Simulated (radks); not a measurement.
The antimony anion Sb3-, [Xe], held by a Watson sphere: a shell of charge +2.39 at radius R that stands for the Madelung well of a crystal (potential energy -2.39/R inside, -2.39/r outside, in hartree with lengths in bohr). Calculated with a radial shooting solver on a logarithmic mesh with Libxc functionals: scalar-relativistic Kohn-Sham, PBEsol, spin-polarised, spherical densities, finite nucleus; Fermi nuclear charge, rms radius of each element as measured or else 0.836 A^(1/3) + 0.57 fm.

| R (bohr) | e(4d) (eV) | e(5s) (eV) | e(5p) (eV) | <r> 5p (bohr) | sum of <r^2> (bohr^2) | X-ray form factor at sin(theta)/lambda = 0.1 1/angstrom |
|---|---|---|---|---|---|---|
| 3.77 | -27.785 | -8.523 | -1.742 | 3.382 | 115.2 | 47.992 |
| 4.42 | -27.718 | -8.017 | -1.317 | 3.630 | 129.1 | 47.722 |
| 4.96 | -27.706 | -7.753 | -1.030 | 3.832 | 141.5 | 47.550 |
| 5.35 | -27.710 | -7.627 | -0.860 | 3.977 | 151.1 | 47.453 |
| 5.64 | -27.717 | -7.560 | -0.752 | 4.083 | 158.7 | 47.395 |
